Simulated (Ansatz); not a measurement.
The cluster PtBr₂ (the lowest singlet isomer of a short search), 3 atoms. Hardware: 4 threads of Arm Neoverse V1 on a shared host.

In the def2 sets Pt takes a core potential; there is no spin–orbit coupling. Correlated methods freeze 18 core orbitals; core or outer-core shells of Pt, Br are correlated, in sets that lack core-valence functions.

Task: How many basis functions does each of these Ansatz runs have, and roughly what does it cost? LC-ωPBE (ω = 0.30 bohr⁻¹)/def2-TZVP, charge 0 singlet, energy, from earlier orbitals; PBE0-D4/def2-TZVP, charge 1 doublet at the geometry of the charge 0 singlet, energy, from earlier orbitals; PBE-D4/def2-SVP, charge 0 singlet, energy, from earlier orbitals; RPA@PBE/def2-TZVP, charge 0 singlet, energy, from earlier orbitals; r2SCAN-D4/def2-TZVP, charge 0 quintet, energy, from earlier orbitals; r2SCAN-D4/def2-TZVPD, charge -1 doublet at the geometry of the charge 0 singlet, energy, from earlier orbitals; RPA@PBE/def2-TZVP, charge 0 triplet, energy, from earlier orbitals; LC-ωPBE (ω = 0.30 bohr⁻¹)/def2-TZVP, charge 0 triplet, energy, from earlier orbitals; B3LYP-D4/def2-TZVP, charge 1 doublet, relaxation, 3 steps; CAM-B3LYP-D4/def2-TZVP, charge 0 quintet, energy, from earlier orbitals; PBE0-D4/def2-SVP, charge 0 unrestricted singlet, energy with a search over starts; PBE0-D4/def2-TZVP, charge 0 unrestricted singlet, energy, from earlier orbitals.

Result: Other jobs shared the machine, so times can vary by a factor of up to 3. A dash marks memory too small to be measured apart from the calling script's.

```tsv
run	functions	fitting or Cholesky vectors	wall time	peak host memory (GiB)
PBE-D4/def2-SVP, charge 0 singlet, energy, from earlier orbitals	96	1023	1.1 s	–
LC-ωPBE (ω = 0.30 bohr⁻¹)/def2-TZVP, charge 0 singlet, energy, from earlier orbitals	136	1148	2.2 s	–
RPA@PBE/def2-TZVP, charge 0 triplet, energy, from earlier orbitals	136	1020	4.6 s	–
RPA@PBE/def2-TZVP, charge 0 singlet, energy, from earlier orbitals	136	1020	7 s	–
r2SCAN-D4/def2-TZVPD, charge -1 doublet at the geometry of the charge 0 singlet, energy, from earlier orbitals	157	1217	9 s	–
PBE0-D4/def2-TZVP, charge 1 doublet at the geometry of the charge 0 singlet, energy, from earlier orbitals	136	1020	9.5 s	–
LC-ωPBE (ω = 0.30 bohr⁻¹)/def2-TZVP, charge 0 triplet, energy, from earlier orbitals	136	1148	10 s	–
PBE0-D4/def2-SVP, charge 0 unrestricted singlet, energy with a search over starts	96	932	11 s	–
B3LYP-D4/def2-TZVP, charge 1 doublet, relaxation, 3 steps	136	1095	12 s	–
CAM-B3LYP-D4/def2-TZVP, charge 0 quintet, energy, from earlier orbitals	136	1020	13 s	0.58
PBE0-D4/def2-TZVP, charge 0 unrestricted singlet, energy, from earlier orbitals	136	1020	19 s	–
r2SCAN-D4/def2-TZVP, charge 0 quintet, energy, from earlier orbitals	136	1148	20 s	–
```
